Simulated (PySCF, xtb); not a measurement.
methyltin tribromide (CH3Br3Sn), SMILES [CH3][Sn]([Br])([Br])[Br].

Harmonic wavenumbers (cm⁻¹) from GFN2-xTB (xtb) at its own minimum, in rising order: 25, 57, 57, 70, 83, 83, 178, 225, 225, 404, 690, 690, 1154, 1385, 1385, 3024, 3058, 3058.

Question: What does PBE-D3(BJ)/def2-SVP (PySCF) give at its own minimum? (The exact figures need the calculation; the answer reports its results.)

Answer: 23, 64, 64, 85, 106, 106, 223, 261, 261, 506, 748, 748, 1144, 1367, 1367, 3000, 3133, 3133. Paired by order, the mean absolute difference is 35 cm⁻¹ and the zero-point energies are 22.7 and 23.4 kcal/mol.
